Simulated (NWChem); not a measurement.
## Lowest excitation of CH3ClMgS

```xyz
7

Mg     0.3202     0.1267     0.4200
Cl     0.7060     1.4610     2.1301
S     -0.0409    -1.2932    -1.3506
C     -1.5813    -0.6656    -2.1212
H     -2.4469    -0.7549    -1.4502
H     -1.7700    -1.2933    -3.0030
H     -1.4859     0.3748    -2.4619
```
Charge 0, spin multiplicity 1.

Everything below was run with NWChem. The geometry was optimised at PBE0/def2-SVP, a minimum by its harmonic frequencies. It is one conformer; others weren't searched.

Basis set: def2-SVP. CR-EOMCCSD(T) is the triples correction to the same EOM-CCSD root.

| method | lowest vertical singlet excitation energy (eV) | difference from EOM-CCSD |
|---|---|---|
| TD-PBE | 3.46 | -0.91 |
| CIS | 5.02 | +0.65 |
| TD-B3LYP | 3.74 | -0.63 |
| TDA-CAM-B3LYP | 4.12 | -0.25 |
| EOM-CCSD | 4.37 | 0.00 |
| CR-EOMCCSD(T) | 4.26 | -0.11 |

The values span 1.56 eV, from TD-PBE (lowest) to CIS (highest). 

The correlated methods keep 16 core orbitals frozen. B3LYP has NWChem's definition, with VWN1-RPA local correlation. The structure started from a generated list of species. No row is a measurement; the coupled-cluster row has its own basis-set and correlation limits.
